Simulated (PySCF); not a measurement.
BiI2, charge +1, multiplicity 1. Atoms are numbered in the order given.

```xyz
3

Bi     0.0000     0.0000     0.9562
I      0.0000    -2.1594    -0.7487
I      0.0000     2.1594    -0.7487
```
Charge +1, spin multiplicity 1.

Geometry optimised at PBE-D3(BJ)/def2-SVP. The spin state was assumed, not searched. The isomer is the one that the SMILES or the coordinates give; other isomers of the formula were not compared. The def2 effective core potentials stand for the cores of Bi, I; spin–orbit coupling is left out.

The numbers are results of CAM-B3LYP/def2-TZVPD (PySCF), not measurements.

Mulliken values depend strongly on the basis, most of all with diffuse functions as here. ESP charges are fitted to the potential on shells at 1.4 to 2.0 van der Waals radii. Atomic charges (e):

```tsv
atom	Mulliken	ESP fit
Bi1	0.86	0.76
I2	0.07	0.12
I3	0.07	0.12
```
